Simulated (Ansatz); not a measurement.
In(OH)3 (InO3H3). The state is a triplet with charge 0. Geometry r2SCAN-D4/def2-SVP, that of the neutral singlet; atoms count from 1.

```csv
atom,x (Å),y (Å),z (Å)
In1,0.0001,0.0001,-0.0003
O2,1.0248,0.8133,-1.5090
H3,0.7237,0.4445,-2.3523
O4,0.3842,0.5517,1.8800
H5,1.0882,1.2164,1.8944
O6,-1.4092,-1.3651,-0.3711
H7,-1.8119,-1.6609,0.4584
```

In the def2 sets In takes a core potential; there is no spin–orbit coupling. At PBE0-D4/def2-TZVP a singlet of charge 0 lies 4.68 eV below the triplet at the same geometry.

Estimate the Mulliken populations from the PBE0/def2-TZVP orbitals of Ansatz.


| atom | charge (e) | spin (α − β) |
| --- | --- | --- |
| In1 | 0.53 | 0.68 |
| O2 | -0.35 | 0.58 |
| H3 | 0.29 | 0.04 |
| O4 | -0.53 | 0.31 |
| H5 | 0.29 | 0.03 |
| O6 | -0.52 | 0.33 |
| H7 | 0.29 | 0.03 |
Mulliken values depend strongly on the basis.

Where does the spin sit?

Summed by element: In 0.68, O 1.21, H 0.10, of 2 unpaired in all. Largest on single atoms: In1 0.68, O2 0.58, O6 0.33.

And the Mayer bond orders between heavy atoms (over 0.3)?

In1–O2 0.57 (2.00 Å); In1–O4 0.73 (2.00 Å); In1–O6 0.72 (2.00 Å).
